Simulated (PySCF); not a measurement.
AsBFH₃O, SMILES OB(F)[AsH2]. Atoms are numbered in the order given.

```xyz
7

B     -0.9249     0.3422     0.3153
As     0.8919    -0.3672    -0.3369
H      1.3603    -0.6822     1.0740
H      1.5576     1.0038    -0.3446
F     -1.6537    -0.4501     1.0962
O     -1.4901     1.5099    -0.0557
H     -0.9232     2.0589    -0.6095
```

Coordinates come from a r2SCAN-D4/def2-SVP optimisation. The values are those of a single conformer.

Method: HF/pcSseg-1 run with PySCF.

GIAO shieldings, no solvent; atoms listed in one row are averaged. δ = σ(ref) − σ: ¹¹B against BF3 (σ = 102.7 ppm); ⁷⁵As against AsH3 (σ = 1982.6 ppm); ¹H against TMS (σ = 31.99 ppm); ¹⁹F against CFCl3 (σ = 238.5 ppm); ¹⁷O against H2O (σ = 333.0 ppm), references at their B3LYP-D3(BJ)/def2-TZVP geometries, non-relativistic.

Computed chemical shifts:
```json
[
 {"nucleus": "¹¹B", "atoms": "B1", "count": "1", "δ (ppm)": "25.1"},
 {"nucleus": "⁷⁵As", "atoms": "As2", "count": "1", "δ (ppm)": "-26.3"},
 {"nucleus": "¹H", "atoms": "H7", "count": "1", "δ (ppm)": "5.13"},
 {"nucleus": "¹H", "atoms": "H3", "count": "1", "δ (ppm)": "2.69"},
 {"nucleus": "¹H", "atoms": "H4", "count": "1", "δ (ppm)": "2.08"},
 {"nucleus": "¹⁹F", "atoms": "F5", "count": "1", "δ (ppm)": "-31.9"},
 {"nucleus": "¹⁷O", "atoms": "O6", "count": "1", "δ (ppm)": "153.3"}
]
```
